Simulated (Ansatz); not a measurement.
H2ClNSi, SMILES `N[Si]Cl` (lower singlet) (charge 0, multiplicity 1). This singlet lies 2.47 eV below the relaxed triplet at the level frozen-core CCSD(T)/cc-pVTZ // PBE0-D3(BJ)/def2-TZVP (Ansatz, a first-principles code).

All values below come from HSE06/cc-pVTZ // PBE0-D3(BJ)/def2-TZVP in Ansatz.

Ansatz 0.2 input:
```yaml
crystal:
  periodic: [false, false, false]
  atoms:
    - { symbol: N, position_ang: [-0.658343, 0.017655, 0.000729] }
    - { symbol: Si, position_ang: [0.6494, -1.069294, 0.013783] }
    - { symbol: Cl, position_ang: [2.211389, 0.34074, -0.008049] }
    - { symbol: H, position_ang: [-0.591259, 1.024973, -0.013212] }
    - { symbol: H, position_ang: [-1.611186, -0.314075, 0.006748] }
basis:
  gaussian: { orbitals: cc-pVTZ }
hamiltonian:
  xc: hse06
```

Output:

```
Functional definition: HSE06
881 factors; their error is unknown
64 factors; integrals over basis functions are off by at most 6.5e-7 eV
mean field evaluation 1: about -21909.4779 eV, gradient 5.9e1 eV
mean field evaluation 2: about -21884.8839 eV, gradient 1.1e2 eV
mean field evaluation 4: about -21916.0014 eV, gradient 5.9e0 eV
mean field evaluation 8: about -21916.1961 eV, gradient 2.8e-1 eV
mean field -21916.19613182 eV, -805.4053525132 hartree, gradient 7.7e-5 eV, S^2 0.000000; 0 other end points of the search recorded, 0 dependent functions left out
reference -21916.19616280 eV, -805.4053536517 hartree; 20, 20 occupied and 106, 106 virtual orbitals, 881 factors
Total energy: -21916.19616280 eV, -805.4053536517 hartree
```
